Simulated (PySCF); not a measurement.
**Electron correlation in Fe¹⁵⁺ (iron, charge +15)**

Starting occupation: [Ne] 3s1, 3s1/2 with m_j = +1/2. Calculation: PySCF 2.14, in an uncontracted even-tempered set (19 s from 1.3 bohr⁻², ratio 2.4; 13 p from 1.7 bohr⁻², ratio 2.4; 5 d from 5.9 bohr⁻², ratio 2.6; 4 f from 8.9 bohr⁻², ratio 2.6); X2C-1e with screened-nucleus spin-orbit coupling, Gaussian nucleus. Frozen: 1s2; 9 electrons correlated; the 52 highest virtual spinors left out.

MP2 pair energies summed by pair of shells (mhartree):

| pair | energy | share (%) |
| --- | --- | --- |
| 2p1/2-2p3/2 | -96.23 | 30.8 |
| 2p3/2-2p3/2 | -91.56 | 29.3 |
| 2p3/2-2s1/2 | -42.47 | 13.6 |
| 2p1/2-2p1/2 | -21.86 | 7.0 |
| 2p1/2-2s1/2 | -21.38 | 6.8 |
| 2p3/2-3s1/2 | -16.75 | 5.4 |
| 2s1/2-2s1/2 | -10.77 | 3.4 |
| 2p1/2-3s1/2 | -7.95 | 2.5 |
| 2s1/2-3s1/2 | -3.96 | 1.3 |

Total MP2 correlation energy: -312.93 mhartree.
